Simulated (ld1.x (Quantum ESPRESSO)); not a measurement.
## Which change was made? (La, TM)

ld1.x (Quantum ESPRESSO) 7.5 input, shortened:

```
&input
   title='La', zed=57., rel=1, dft='PBE', iswitch=3,
   config='[Xe] 4f0 5d1 6s2 6p0'
 /
 &inputp
   pseudotype=2, tm=.true., lloc=0,
   nlcc=.false.
 /
4
6P  2  1   0.00   0.00  3.95  3.95  0.0
5D  3  2   1.00   0.00  3.70  3.70  0.0
4F  4  3   0.00   0.00  1.70  1.70  0.0
6S  1  0   2.00   0.00  4.05  4.05  0.0
 &test
   configts(1)='4f0 5d1 6s2 6p0'
 /
```

Cutoffs, loose and tight: the cutoffs (Ry, on a coarse ladder) from which the occupation-weighted sum of valence levels, in a spherical-Bessel basis at the reference potential, stays within 10 and 1 mRy of its value at 400 Ry. They do not see the model core or the augmentation charge, which bear on the density cutoff. Test errors are all-electron minus pseudo excitation energies from the reference, over the configurations 4f0 5d1 6s1 6p0; 4f0 5d1 6s0 6p0; 4f0 5d1 6s1.5 6p0; 4f0 5d2 6s1 6p0; 4f0 5d0 6s2 6p0; 4f1 5d0 6s2 6p0; 4f0 5d1 6s0 6p1; variants that change the core or the reference have their own tests. The largest error is taken over the tests solved by every variant that gives reliable tests at all, those not shown here included: 4f0 5d0 6s2 6p0; 4f0 5d1 6s0 6p0; 4f0 5d1 6s0 6p1; 4f0 5d1 6s1 6p0; 4f0 5d1 6s1.5 6p0; 4f0 5d2 6s1 6p0.

The base gives: outcome: generated; cutoff, loose: 10 Ry; cutoff, tight: 12 Ry; bound ghosts: none; largest test error (meV): +185.

(1) After one change the result is: outcome: generated; cutoff, loose: 8 Ry; cutoff, tight: 12 Ry; bound ghosts: none; largest test error (meV): +192. Which change was it?
A. all radii scaled by about 1.39 (s 5.64, p 5.50, d 5.14, f 2.36 bohr)
B. all radii scaled by about 1.13 (s 4.56, p 4.44, d 4.16, f 1.92 bohr)
C. all radii scaled by about 0.79 (s 3.18, p 3.10, d 2.90, f 1.34 bohr)

Answers

(1) B. The others give: all radii scaled by about 1.39 (s 5.64, p 5.50, d 5.14, f 2.36 bohr) → outcome: generated; cutoff, loose: 8 Ry; cutoff, tight: 8 Ry; bound ghosts: f; largest test error (meV): +293 | all radii scaled by about 0.79 (s 3.18, p 3.10, d 2.90, f 1.34 bohr) → outcome: generated; cutoff, loose: 10 Ry; cutoff, tight: 15 Ry; bound ghosts: p; largest test error (meV): +191.
